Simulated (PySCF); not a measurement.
# Electron correlation in Cl²⁺ (chlorine, charge +2)

[Ne] 3s2 3p3, high-spin 4S determinant. All numbers are calculated (PySCF 2.14, scalar relativity by spin-free X2C-1e, in x2c-SVPall (4s3p1d, 18 functions)). Frozen: [Ne]; 5 electrons correlated.

MP2 pair energies summed by pair of shells (mhartree):

```
 pair  energy  share (%)
3s-3p  -47.14       65.0
3p-3p  -17.71       24.4
3s-3s   -7.72       10.6
```

Total MP2 correlation energy: -72.57 mhartree.

Same-spin part -19.44 and opposite-spin part -53.13 mhartree; SCS-MP2 scales them by 1/3 and 6/5 to -70.24 mhartree.

```tsv
level	correlation energy (mhartree)
CCSD	-91.57
(T)	-0.85
CCSD(T)	-92.42
```

Diagnostics: T1 = 0.0018, D1 = 0.0049, largest double amplitude 0.061.

Problem. Is a single reference adequate?

Solution. Yes: T1 lies below 0.03 and no double amplitude reaches 0.07.
